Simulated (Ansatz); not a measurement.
`[Cl][Ti]([Cl])([Br])[Br]`, one more setting.

```yaml
crystal:
  periodic: [false, false, false]
  atoms:
    - {symbol: Cl, position_ang: [-0.800030, -0.310295, 2.071079]}
    - {symbol: Ti, position_ang: [0.013735, -0.053049, 0.116552]}
    - {symbol: Cl, position_ang: [1.689616, -1.295510, -0.243598]}
    - {symbol: Br, position_ang: [-1.699571, -0.780504, -1.479576]}
    - {symbol: Br, position_ang: [0.535135, 2.047819, -0.382310]}
basis:
  gaussian: {orbitals: STO-3G, final_grid: {core_spheres: 5, valence_spheres: 4, degree: 11}}
total_charge: -1
magnetization: {spin_polarized: true, initial_magnetization: 1}
hamiltonian: {xc: {name: SPW92}, pseudopotentials: {relativity: none}}
```

```sh
$ ansatz run in.yaml --threads 4 --pin off --events-out ev --progress --plain --max-ram 11315MiB
```

Output, abridged:

```
Functional definition: SPW92
799 factors; integrals over basis functions are off by at most 1.1e-4 eV
mean field evaluation 1: about -185870.9909 eV, gradient 1.2e1 eV
mean field evaluation 2: about -185861.8484 eV, gradient 4.3e1 eV
mean field evaluation 4: about -185872.2416 eV, gradient 2.7e0 eV
mean field evaluation 8: about -185872.2751 eV, gradient 1.8e0 eV
mean field evaluation 16: about -185872.3329 eV, gradient 7.8e-2 eV
mean field evaluation 64: about -185872.1793 eV, gradient 5.6e-1 eV
mean field -185872.33371758 eV, -6830.6822753281 hartree, gradient 2.0e-6 eV, S^2 0.752259; 10 other end points of the search recorded, 0 dependent functions left out
reference -185872.33373633 eV, -6830.6822760173 hartree; 64, 63 occupied and 8, 9 virtual orbitals, 799 factors
Total energy: -185872.33373633 eV, -6830.6822760173 hartree
```

Run time 3.4 s (4 threads of an Arm Neoverse V1 on a shared host); peak host memory 0.11 GiB.
